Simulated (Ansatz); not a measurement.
Molecule: ZnS, net charge 0, singlet state. 
Coordinates optimised at B3LYP-D3(BJ)/def2-TZVP (Ansatz, an electronic-structure program):
SMILES: [Zn]=[S]
```xyz
2

Zn     0.0000     0.0000    -0.7229
S      0.0000     0.0000     1.3554
```

Total electronic energies in hartree. Correlated levels leave the core frozen unless marked. No spin-orbit coupling. Frozen are the shells of the preceding noble gas and the d and f shells that filled before the atom's block. No relativistic terms. CBS marks a two-point X^-3 extrapolation of the correlation energy; Hartree-Fock from the larger set. The program attaches cautions to a run behind MP2/STO-3G: other roots.

The Hartree-Fock reference is unstable (checked in the largest basis), which strains HF and MP2. 

| level | program | energy (Eh) |
|---|---|---|
| HF/6-31G* | Ansatz | -2174.95787 |
| HF/def2-TZVPP | Ansatz | -2175.30115 |
| RI-HF/def2-QZVPPD | Ansatz | -2175.35453 |
| PBE-D3(BJ)/def2-TZVPD | Ansatz + dftd3 | -2177.13115 |
| revPBE-D4/def2-TZVPD | Ansatz + dftd4 | -2177.38014 |
| PBE0/6-31G* | Ansatz | -2176.80719 |
| PBE0/def2-TZVPD | Ansatz | -2177.17170 |
| BHLYP-D4/def2-TZVPD | Ansatz + dftd4 | -2177.51649 |
| r2SCANh/def2-TZVPD | Ansatz | -2177.49769 |
| HSE06-D3(BJ)/def2-TZVPD | Ansatz + dftd3 | -2177.16468 |
| HSE06/def2-TZVPD | Ansatz | -2177.16358 |
| CAM-B3LYP/def2-TZVPD | Ansatz | -2177.67801 |
| wB97M-V/def2-TZVPD | Ansatz | -2177.44066 |
| B2GP-PLYP-D3(BJ)/def2-TZVPD | Ansatz + dftd3 | -2176.96811 |
| MP2/STO-3G | Ansatz | -2150.59502 |
| MP2/6-31G* | Ansatz | -2175.34026 |
| MP2/def2-TZVPP | Ansatz | -2175.97162 |
| RI-MP2/def2-QZVPPD | Ansatz | -2176.07678 |
| SCS-MP2/def2-QZVPPD | Ansatz | -2176.01536 |
| CCSD/CBS(def2-TZVPP,def2-QZVPP) | Ansatz | -2176.0675 |
| CCSD/CBS(def2-TZVPPD,def2-QZVPPD) | Ansatz | -2176.0668 |
| CCSD(T)/6-31G* | Ansatz | -2175.34467 |
| CCSD(T)/CBS(def2-TZVPPD,def2-QZVPPD) | Ansatz | -2176.1039 |

Totals of different functionals don't rank their quality; only differences between species are comparable.
